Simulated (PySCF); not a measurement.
C⁺: ionisation energy

C⁺ [He] 2s2 2p1 (2P) → C²⁺ [He] 2s2 (1S), as a difference of total energies. All numbers are calculated (PySCF 2.14, the non-relativistic Hamiltonian (point nucleus), in aug-cc-pwCVDZ). Correlated levels: valence: 1s2 frozen; valence and next inner shell: nothing frozen. The calculations carry no spin-orbit coupling.

```tsv
method	ionisation energy (eV)
UHF	24.099
LDA	24.701
PBE	24.792
PBE0	24.771
r2SCAN	24.925
B2PLYP	24.628
BHandHLYP	24.809
M06-2X	24.419
TPSSh	24.921
MP2 (valence)	24.174
SCS-MP2 (valence)	24.122
MP2 (valence and next inner shell)	24.181
SCS-MP2 (valence and next inner shell)	24.122
```

Errors of the correlated levels include the incompleteness of this basis and the frozen core.

Which method comes closest to the reference value, and which is furthest?

The reference is 24.378 eV (measured; NIST levels, between the centres of gravity of the two terms). Closest: M06-2X (error 0.041 eV); furthest: r2SCAN (error 0.547 eV).
